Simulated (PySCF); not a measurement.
Spin-state energies of [MnCl5]2-

The complex [MnCl5]2- (charge -2) contains Mn(III), shell d4. The structure is a PBE0-D3(BJ)/def2-TZVP, IEF-PCM water geometry optimised for multiplicity 5; coordination trigonal bipyramidal, point group C2v, metal–donor distances 2.28–2.36 Å.

```
6

Mn    0.000    0.000    0.000
Cl   -0.005    0.000    2.276
Cl   -0.005    0.000   -2.276
Cl    2.353    0.000    0.000
Cl   -1.153    2.054    0.000
Cl   -1.153   -2.054    0.000
```

Method (PySCF 2.14, density fitting): CASSCF(4,5) with orbitals averaged over all microstates of the shell, strongly contracted NEVPT2 on the averaged canonical orbitals; basis x2c-TZVPall on the metal, x2c-SVPall elsewhere; spin-free X2C; IEF-PCM water; spin-orbit coupling by state interaction with the mean-field operator over all roots.

The unrestricted Kohn–Sham energies use the same basis, Hamiltonian, solvent and geometry. All energies are vertical, in cm⁻¹ above the lowest state with 2S+1 = 5; a negative value means that the lower spin is more stable. A dash marks a spin without a sound unrestricted solution.

| method | 2S+1 = 3 | 2S+1 = 1 |
| --- | --- | --- |
| BP86 | 13229 | – |
| TPSSh | 14710 | – |
| B3LYP | 15397 | – |
| PBE0 | 17746 | – |

**Question.** What do CASSCF and NEVPT2 in the d shell give?

**Answer.** 
```csv
method,2S+1 = 3,2S+1 = 1
CASSCF,20424,30679
NEVPT2,18344,27680
```

**Question.** How does exact exchange act on the 2S+1 = 3 state?

**Answer.** From BP86 (0 % exact exchange) to PBE0 (25 %) it moves by +4517 cm⁻¹ against the high-spin state, so more exact exchange favours high spin, the usual trend.

The functionals differ in more than their exact exchange.

The active space of the d orbitals alone lacks metal–ligand bonding pairs, which usually tilts NEVPT2 towards high spin.
